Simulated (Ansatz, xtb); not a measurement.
Isomers of H2B2Si. Isolated molecules, 0 K electronic values unless said otherwise. Strings in code marks are SMILES.

Quantity: electronic energy of isomers of H2B2Si relative to `B1=[SiH]B1`, in kcal/mol. The DFT solution of `B1=B[SiH2]1` is unstable or spin-contaminated; the geometry comes from it.

Level 1: LDA/cc-pVTZ // B3LYP-D3(BJ)/def2-TZVP (Ansatz, a quantum-chemistry and plane-wave program)
Level 2: PBE/cc-pVTZ // B3LYP-D3(BJ)/def2-TZVP (Ansatz)
Level 3: PBE0/cc-pVTZ // B3LYP-D3(BJ)/def2-TZVP (Ansatz)
Level 4: GFN2-xTB (xtb)

```csv
species,level 1,level 2,level 3,level 4
`B1=B[SiH2]1`,54.2,51.2,55.7,32.1
```
